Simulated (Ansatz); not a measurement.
Two members of one family (Same ligands, another metal), computed with Ansatz in the gas phase; def2 core potentials for Nb, no spin–orbit coupling. The two geometries come from different levels. Names give formal oxidation states. A dash marks a value that wasn't run or was left out as unsound. The structures are stationary points that may keep the symmetry of their start. Remarks come from the PBE and PBE0 runs and from stability tests at other levels; not every state was tested. HOMO above LUMO (over both spins in singlets and doublets, within one spin in higher multiplets; at PBE or PBE0), or a gap under 0.15 eV within one spin, warns that the state may not be the lowest or that an electron is smeared out.

First: [VO2(OH)2]- (singlet, charge -1, PBE-D4/def2-SVPD geometry).

Cartesian coordinates in Å:
```
V -0.3813 0.0362 -0.0242
O -1.1875 0.2360 -1.4316
O -1.3821 0.0082 1.2675
O 0.8249 1.4422 0.1914
H 0.8803 1.6722 1.1348
O 0.5579 -1.5735 -0.1025
H 0.6877 -1.8214 -1.0352
```

| level | HOMO (eV) | vertical IE (eV) |
| --- | --- | --- |
| PBE-D4/def2-SVPD | -1.35 | – |
| PBE-D4/def2-TZVPD | -1.25 | 4.51 |
| PBE0-D4/def2-TZVPD | -2.82 | 4.73 |
| HSE06-D4/def2-TZVPD | -2.41 | – |
| CAM-B3LYP-D4/def2-TZVPD | -4.33 | – |

Metal–donor distances: 4 × O 1.63 to 1.87 Å. Remarks: restricted SCF unstable in HF, spin-contaminated (⟨S²⟩ up to 0.83) (neutral doublet).

Second: [NbO2(OH)2]- (singlet, charge -1, r2SCAN-D4/def2-SVPD geometry).

```xyz
7

Nb   -0.063   -0.297    0.352
O    -0.947   -1.338    1.470
O     1.668   -0.331    0.699
O    -0.708    1.584    0.527
H    -0.035    2.270    0.560
O    -0.347   -0.922   -1.522
H     0.433   -0.966   -2.085
```

Task: Estimate the same table for the second.

Result: 
| level | HOMO (eV) | vertical IE (eV) |
| --- | --- | --- |
| PBE-D4/def2-SVPD | -1.17 | – |
| PBE-D4/def2-TZVPD | -1.10 | 4.37 |
| PBE0-D4/def2-TZVPD | -2.60 | 4.52 |
| HSE06-D4/def2-TZVPD | -2.19 | – |
| CAM-B3LYP-D4/def2-TZVPD | -4.07 | – |

Metal–donor distances: 4 × O 1.77 to 2.00 Å. Remarks: gap within one spin near zero at PBE or PBE0 (neutral doublet).
